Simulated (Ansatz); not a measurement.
Relaxation of BH$_{6}$OSi$_{2}$ (10 atoms, charge 1, multiplicity 1), to a largest force component of 0.02 eV/Å in at most 50 steps.

Theory: RKS B3LYP-D4/def2-SVP in Ansatz.

```xyz
10
Properties=species:S:1:pos:R:3
O -0.074 -0.127 -1.864
B 0.030 0.088 -0.567
Si 0.936 1.779 -0.071
Si -0.659 -1.236 0.839
H -0.495 -0.907 -2.240
H -0.220 -0.311 0.504
H 0.318 3.097 0.108
H -1.740 -2.028 0.251
H -1.120 -0.497 2.015
H 0.463 -2.103 1.206
```

Problem. Where does it end, and by what steps?

Solution. It converged. After 31 steps the energy has fallen by 6.233 eV; H7 moved furthest, 1.77 Å. The start is strongly strained (largest force component 19 eV/Å), so its close contacts needn't be bonds. Parted: B2–Si4 (2.05 → 3.58 Å), B2–H6 (1.17 → 2.61 Å). Joined: Si3–H6 (2.46 → 1.69 Å).

```csv
step,energy less start (eV),largest force component (eV/Å),accepted
0,0.0000,18.640,yes
2,-4.9839,2.359,yes
4,-5.5698,1.302,yes
6,-5.6088,1.276,no
8,-5.6472,0.124,yes
10,-5.6539,0.182,yes
12,-5.6633,0.374,yes
14,-5.8000,0.665,yes
16,-6.0752,0.473,yes
18,-6.1565,0.635,yes
20,-6.1871,0.609,yes
22,-6.2177,0.184,yes
24,-6.2259,0.138,yes
26,-6.2297,0.080,yes
28,-6.2317,0.085,yes
30,-6.2326,0.021,yes
31,-6.2327,0.016,yes
```

```xyz
10
Properties=species:S:1:pos:R:3
O 0.024 0.056 -2.810
B 0.118 0.404 -1.608
Si 0.792 1.232 0.129
Si -0.572 -1.124 1.552
H -0.560 -0.228 -3.529
H 0.624 -0.277 0.862
H -0.627 1.651 0.471
H -1.572 -1.438 0.509
H -1.051 -0.246 2.639
H 0.263 -2.274 1.966
```

Whether the end is a true minimum wasn't checked by a vibrational analysis.

The run took 76 s on 2 threads of Intel(R) Xeon(R) Platinum 8259CL CPU @ 2.50GHz (Skylake/Cascade Lake), on a shared host, peak memory 0.21 GiB.
